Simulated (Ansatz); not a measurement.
As4P, relaxed as a doublet with UKS B3LYP-D4/def2-SVP in Ansatz, starting from the GFN2-xTB geometry. Force threshold 0.02 eV/Å.

Another isomer (doublet) lies 0.72 eV lower at PBE0-D4/def2-TZVP; other spin states weren't run for this one.

Start:

Cartesian coordinates in Å:
```
P -0.572 -1.979 -0.371
As 0.784 -0.511 0.802
As -0.225 1.746 0.059
As 1.750 1.015 -0.824
As -1.737 -0.271 0.334
```

```
         step   energy (eV)  largest force component (eV/Å)  SCF passes
            1  -252627.0936                           1.097          24
            2  -252627.2155                           0.144          28
            3  -252627.2190                           0.073          29
            4  -252627.2302                           0.213          33
            5  -252627.2466                           1.030          36
            6  -252627.3013                           0.907          35
            7  -252627.5622                           1.133          37
            8  -252627.6682                           1.249          31
            9  -252627.7449                           0.574          31
           10  -252627.7845                           0.295          33
           11  -252627.7962                           0.145          29
12 (rejected)  -252627.7797                           0.438          33
           13  -252627.8096                           0.148          34
           14  -252627.8100                           0.219          29
15 (rejected)  -252627.8095                           0.196          29
           16  -252627.8146                           0.021          30
           17  -252627.8147                           0.005          23
```

Force components are those of the run's own axes.

End:

```xyz
5

P    -0.502   -1.792   -0.038
As    1.225   -0.475    0.952
As   -0.221    1.530    0.621
As    1.338    0.828   -1.139
As   -1.841   -0.092   -0.396
```

Bonds lost: As2–As5 (atoms count from 1).

No frequencies were taken in this run, so the end may be a saddle point.

Run time 96 s (4 threads of Arm Neoverse V2 on a shared host), peak host memory 0.82 GiB.
